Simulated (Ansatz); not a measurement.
Ansatz (a first-principles code) input (B3LYP/def2-TZVPD):

Ansatz 0.2 input:
```yaml
crystal:
  periodic: [false, false, false]
  atoms:
    - {symbol: O, position_ang: [-0.17162219, -0.51820555, 1.99820384]}
    - {symbol: Te, position_ang: [0.02773571, 0.31709196, 0.09901208]}
    - {symbol: C, position_ang: [1.48583310, -1.18877620, -0.22708799]}
    - {symbol: C, position_ang: [-1.66466020, -0.85568664, -0.41129627]}
    - {symbol: O, position_ang: [0.18598298, 0.68238708, -1.94693810]}
    - {symbol: H, position_ang: [-0.13822629, 0.16982413, 2.67114829]}
    - {symbol: H, position_ang: [1.41856987, -1.47341418, -1.27294542]}
    - {symbol: H, position_ang: [2.46539823, -0.76926384, -0.01062910]}
    - {symbol: H, position_ang: [1.26160307, -2.00040091, 0.45873059]}
    - {symbol: H, position_ang: [-2.55355759, -0.23862890, -0.30408577]}
    - {symbol: H, position_ang: [-1.53811148, -1.16081560, -1.44582159]}
    - {symbol: H, position_ang: [-1.69507828, -1.68780233, 0.28585443]}
    - {symbol: H, position_ang: [0.29522165, 1.62504468, -2.11069985]}
basis:
  gaussian:
    orbitals: def2-TZVPD
hamiltonian:
  xc: {name: B3LYP}
total_charge: 1
magnetization: {spin_polarized: true, initial_magnetization: 1}
```

End of the output:

```
integrals: 0.27 GiB planned
1601 factors; their error is unknown
0.38 GiB of the device are held for the grids
1.84 GiB of device memory are held for the factors and their scratch space
mean field: 2.32 GiB planned
mean field evaluation 1: about -13553.0658 eV, gradient 9.6e1 eV
mean field evaluation 2: about -13403.9689 eV, gradient 1.9e2 eV
mean field evaluation 4: about -13584.1537 eV, gradient 3.0e1 eV
mean field evaluation 8: about -13587.8632 eV, gradient 2.6e-1 eV
mean field evaluation 16: about -13587.9599 eV, gradient 4.6e-3 eV
mean field evaluation 32: about -13587.9438 eV, gradient 1.7e0 eV
mean field -13587.95990262 eV, -499.3483161714 hartree, gradient 1.0e-5 eV, S^2 0.770911; 2 other end points of the search recorded, 0 dependent functions left out
reference -13587.96021024 eV, -499.3483274760 hartree; 30, 29 occupied and 255, 256 virtual orbitals, 1601 factors
Total energy: -13587.96021024 eV, -499.3483274760 hartree
```

This state (charge 1, doublet) is run at the relaxed geometry of the species with charge 0 and multiplicity 1.
